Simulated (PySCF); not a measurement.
# How methods differ on the ionisation energy of Ca⁹⁺

Ca⁹⁺ [Ne] 3s1 (2S) → Ca¹⁰⁺ [Ne] (1S), as a difference of total energies. Calculation: PySCF 2.14, in an even-tempered Gaussian basis (17 s from 0.4 bohr⁻², ratio 2.5; 11 p from 0.52 bohr⁻², ratio 2.5; 5 d from 2.4 bohr⁻², ratio 2.7; 4 f from 3.5 bohr⁻², ratio 2.7); the non-relativistic Hamiltonian (point nucleus). Correlated levels: outer shells: 1s2 frozen; virtual orbitals above 40 to 60 times the deepest correlated orbital energy dropped. The calculations carry no spin-orbit coupling.

| method | ionisation energy (eV) |
| --- | --- |
| UHF | 209.81 |
| MP2 (outer shells) | 210.33 |
| SCS-MP2 (outer shells) | 210.24 |
| CCSD (outer shells) | 210.34 |
| CCSD(T) (outer shells) | 210.34 |

Task: How much does correlation contribute at CCSD(T) (outer shells)?

Result: 210.34 − (209.81) = 0.53 eV, measured against UHF.

These non-relativistic numbers lack the scalar-relativistic shift.

For comparison: 211.28 eV (semi-empirical (NIST evaluation); NIST Atomic Spectra Database, ionization energies).
